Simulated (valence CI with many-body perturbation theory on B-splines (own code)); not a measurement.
## E1 line list for Bi⁶⁸⁺

Method: configuration interaction combined with many-body perturbation theory (CI+MBPT): five valence electrons over a frozen Dirac-Fock core [Ne], a basis of 9 s, 9 p, 8 d, 6 f, 3 g, 1 h functions for each j, with the one-electron correlation potential Σ1 (screened to all orders), the two-electron term Σ2, the three-electron term Σ3, Breit, model QED; selected single and double excitations, second order for the rest (own B-spline code, finite nucleus).

The last digits are not significant, and no measured levels were compared; by estimate large intervals hold to a few tenths of a per cent, small ones and those within an open d or f shell to about a per cent. Among the levels kept, up to 610 cm⁻¹ of a level comes from second order outside the variational space, and about a tenth of that is noise between levels of different J, which matters for small intervals.

Lines 51 to 100 of 215 in falling wavelength, among levels below 1354.5 eV, chosen from the strongest by gf and those to the six lowest levels. Wavelengths and rates use the calculated energies. Electric multipoles are in the length gauge, E1 and E2 with the static RPA response of the core. Weak lines are less certain than strong ones. Lines between different terms over intervals too small for the method are left out, as are lines whose strength nearly cancels. The highest levels of a list are the least certain.

Levels are named by their leading jj configuration (3d3/2^4 stands for four electrons in 3d with j = 3/2), which in mixed levels can hold well under half, so a name can repeat and another be missing. Letters in brackets count levels of one name in rising energy.

```
λ vac (Å)                               Upper                               Lower   A (s⁻¹)  S (a.u.) with core polarisation  S without
    52.39  (3s^2 3p1/2 3d3/2 3d5/2) J=5/2 [a]  (3s^2 3p1/2 3p3/2 3d5/2) J=3/2 [b]  4.06e+09                         1.73e-03   1.75e-03
    52.38  (3s^2 3p1/2 3p3/2 3d3/2) J=3/2 [a]          (3s^2 3p1/2 3p3/2^2) J=1/2  3.87e+09                         1.10e-03   1.11e-03
    52.11  (3s 3p1/2^2 3p3/2 3d5/2) J=7/2 [a]  (3s^2 3p1/2 3p3/2 3d5/2) J=7/2 [a]  6.00e+09                         3.35e-03   3.40e-03
    52.08  (3s 3p1/2^2 3p3/2 3d3/2) J=3/2 [b]  (3s^2 3p1/2 3p3/2 3d3/2) J=3/2 [a]  1.47e+10                         4.09e-03   4.14e-03
    51.88  (3s 3p1/2^2 3p3/2 3d3/2) J=3/2 [b]  (3s^2 3p1/2 3p3/2 3d3/2) J=1/2 [a]  1.44e+10                         3.97e-03   4.02e-03
    51.78  (3s 3p1/2^2 3p3/2 3d3/2) J=5/2 [b]      (3s^2 3p1/2 3p3/2 3d3/2) J=7/2  6.49e+10                         2.67e-02   2.70e-02
    51.73      (3s^2 3p1/2 3d3/2 3d5/2) J=3/2      (3s^2 3p1/2 3p3/2 3d5/2) J=1/2  6.48e+09                         1.77e-03   1.79e-03
    51.25  (3s^2 3p1/2 3d3/2 3d5/2) J=7/2 [a]  (3s^2 3p1/2 3p3/2 3d5/2) J=7/2 [b]  8.70e+09                         4.63e-03   4.68e-03
    51.23  (3s 3p1/2^2 3p3/2 3d5/2) J=7/2 [b]      (3s^2 3p1/2 3p3/2 3d5/2) J=9/2  5.39e+10                         2.86e-02   2.90e-02
    51.11          (3s 3p1/2^2 3d3/2^2) J=3/2  (3s 3p1/2^2 3p3/2 3d3/2) J=3/2 [b]  4.73e+09                         1.25e-03   1.26e-03
    51.06          (3s 3p1/2^2 3p3/2^2) J=3/2          (3s^2 3p1/2 3p3/2^2) J=3/2  2.32e+10                         6.10e-03   6.18e-03
    50.98  (3s 3p1/2^2 3p3/2 3d3/2) J=3/2 [b]  (3s^2 3p1/2 3p3/2 3d3/2) J=5/2 [a]  3.53e+10                         9.24e-03   9.36e-03
    50.63  (3s^2 3p1/2 3d3/2 3d5/2) J=7/2 [a]  (3s^2 3p1/2 3p3/2 3d5/2) J=5/2 [b]  4.00e+09                         2.05e-03   2.08e-03
    50.24  (3s^2 3p1/2 3d3/2 3d5/2) J=5/2 [a]  (3s^2 3p1/2 3p3/2 3d5/2) J=7/2 [b]  1.19e+10                         4.47e-03   4.53e-03
    50.18          (3s 3p1/2^2 3p3/2^2) J=1/2          (3s^2 3p1/2 3p3/2^2) J=3/2  4.83e+08                         6.03e-05   6.09e-05
    49.92  (3s 3p1/2^2 3p3/2 3d3/2) J=5/2 [b]  (3s^2 3p1/2 3p3/2 3d3/2) J=3/2 [a]  8.10e+09                         2.98e-03   3.02e-03
    49.68  (3s^2 3p1/2 3p3/2 3d3/2) J=5/2 [a]          (3s^2 3p1/2 3p3/2^2) J=5/2  1.02e+10                         3.70e-03   3.74e-03
    48.68  (3s^2 3p1/2 3p3/2 3d3/2) J=3/2 [a]          (3s^2 3p1/2 3p3/2^2) J=5/2  3.03e+10                         6.91e-03   7.00e-03
    48.65  (3s 3p1/2^2 3p3/2 3d3/2) J=1/2 [b]  (3s^2 3p1/2 3p3/2 3d3/2) J=3/2 [a]  7.53e+10                         8.56e-03   8.67e-03
    48.48  (3s 3p1/2^2 3p3/2 3d3/2) J=1/2 [b]  (3s^2 3p1/2 3p3/2 3d3/2) J=1/2 [a]  1.23e+10                         1.38e-03   1.40e-03
    48.44  (3s 3p1/2^2 3p3/2 3d5/2) J=3/2 [b]  (3s^2 3p1/2 3p3/2 3d5/2) J=5/2 [a]  1.76e+10                         3.95e-03   4.01e-03
    48.31  (3s 3p1/2^2 3p3/2 3d5/2) J=7/2 [b]  (3s^2 3p1/2 3p3/2 3d5/2) J=7/2 [a]  2.60e+10                         1.16e-02   1.17e-02
    48.28      (3s^2 3p1/2 3d3/2 3d5/2) J=3/2  (3s^2 3p1/2 3p3/2 3d5/2) J=5/2 [b]  6.20e+09                         1.38e-03   1.39e-03
    48.24  (3s 3p1/2^2 3p3/2 3d5/2) J=5/2 [b]  (3s^2 3p1/2 3p3/2 3d5/2) J=3/2 [a]  1.11e+10                         3.68e-03   3.72e-03
    48.08      (3s^2 3p1/2 3d3/2 3d5/2) J=9/2  (3s^2 3p1/2 3p3/2 3d5/2) J=7/2 [b]  4.51e+09                         2.48e-03   2.51e-03
    47.89  (3s 3p1/2^2 3p3/2 3d3/2) J=3/2 [b]          (3s 3p1/2^2 3p3/2^2) J=1/2  7.89e+09                         1.71e-03   1.73e-03
    47.30  (3s 3p1/2^2 3p3/2 3d3/2) J=5/2 [a]          (3s 3p1/2^2 3p3/2^2) J=5/2  7.52e+09                         2.36e-03   2.38e-03
    47.18  (3s^2 3p1/2 3p3/2 3d3/2) J=5/2 [a]          (3s^2 3p1/2 3p3/2^2) J=3/2  1.49e+08                         4.63e-05   4.71e-05
    47.11  (3s 3p1/2^2 3p3/2 3d3/2) J=3/2 [b]          (3s 3p1/2^2 3p3/2^2) J=3/2  1.87e+10                         3.86e-03   3.91e-03
    47.04      (3s^2 3p1/2 3p3/2 3d3/2) J=7/2          (3s^2 3p1/2 3p3/2^2) J=5/2  2.56e+09                         1.05e-03   1.07e-03
    46.89  (3s 3p1/2^2 3p3/2 3d3/2) J=3/2 [a]          (3s 3p1/2^2 3p3/2^2) J=5/2  2.30e+10                         4.69e-03   4.75e-03
    46.66  (3s^2 3p1/2 3d3/2 3d5/2) J=7/2 [a]  (3s^2 3p1/2 3p3/2 3d5/2) J=5/2 [a]  4.81e+09                         1.93e-03   1.95e-03
    46.54          (3s^2 3p1/2^2 3d3/2) J=3/2          (3s^2 3p1/2^2 3p3/2) J=3/2  1.72e+10                         3.43e-03   3.47e-03
    46.43  (3s^2 3p1/2 3p3/2 3d3/2) J=1/2 [a]          (3s^2 3p1/2 3p3/2^2) J=3/2  7.38e+09                         7.29e-04   7.37e-04
    46.28  (3s^2 3p1/2 3p3/2 3d3/2) J=3/2 [a]          (3s^2 3p1/2 3p3/2^2) J=3/2  5.80e+08                         1.13e-04   1.14e-04
    45.85          (3s 3p1/2^2 3d3/2^2) J=3/2  (3s 3p1/2^2 3p3/2 3d3/2) J=1/2 [a]  5.63e+09                         1.07e-03   1.08e-03
    45.73          (3s^2 3p1/2 3d3/2^2) J=5/2      (3s^2 3p1/2 3p3/2 3d3/2) J=7/2  5.07e+09                         1.44e-03   1.46e-03
    45.70          (3s^2 3p1/2 3d3/2^2) J=1/2  (3s^2 3p1/2 3p3/2 3d3/2) J=1/2 [b]  2.35e+10                         2.21e-03   2.24e-03
    45.35          (3s 3p1/2^2 3d3/2^2) J=3/2  (3s 3p1/2^2 3p3/2 3d3/2) J=3/2 [a]  2.08e+10                         3.84e-03   3.88e-03
    45.08      (3s 3p1/2^2 3p3/2 3d3/2) J=7/2          (3s 3p1/2^2 3p3/2^2) J=5/2  7.15e+09                         2.59e-03   2.62e-03
    43.49          (3s^2 3p1/2 3d3/2^2) J=5/2  (3s^2 3p1/2 3p3/2 3d3/2) J=5/2 [a]  1.11e+10                         2.69e-03   2.72e-03
    43.47  (3s^2 3p1/2 3d3/2 3d5/2) J=7/2 [a]  (3s^2 3p1/2 3p3/2 3d5/2) J=7/2 [a]  3.92e+09                         1.27e-03   1.29e-03
    43.27      (3s^2 3p1/2 3d3/2 3d5/2) J=9/2      (3s^2 3p1/2 3p3/2 3d5/2) J=9/2  2.23e+10                         8.91e-03   9.01e-03
    43.12  (3s^2 3p1/2 3d3/2 3d5/2) J=5/2 [b]  (3s^2 3p1/2 3p3/2 3d5/2) J=3/2 [b]  5.58e+09                         1.33e-03   1.34e-03
    42.85          (3s^2 3p1/2 3d3/2^2) J=3/2  (3s^2 3p1/2 3p3/2 3d3/2) J=5/2 [b]  1.45e+10                         2.25e-03   2.28e-03
    42.11  (3s^2 3p1/2 3p3/2 3d3/2) J=1/2 [b]          (3s^2 3p1/2 3p3/2^2) J=1/2  1.52e+09                         1.12e-04   1.15e-04
    41.80  (3s^2 3p1/2 3p3/2 3d3/2) J=3/2 [b]          (3s^2 3p1/2 3p3/2^2) J=1/2  1.94e+09                         2.80e-04   2.83e-04
    41.48  (3s^2 3p1/2 3p3/2 3d3/2) J=5/2 [b]          (3s^2 3p1/2 3p3/2^2) J=5/2  4.24e+09                         8.96e-04   9.08e-04
    39.72  (3s^2 3p1/2 3p3/2 3d3/2) J=5/2 [b]          (3s^2 3p1/2 3p3/2^2) J=3/2  4.02e+08                         7.46e-05   7.52e-05
    39.42  (3s^2 3p1/2 3p3/2 3d3/2) J=3/2 [b]          (3s^2 3p1/2 3p3/2^2) J=5/2  3.86e+09                         4.67e-04   4.76e-04
```
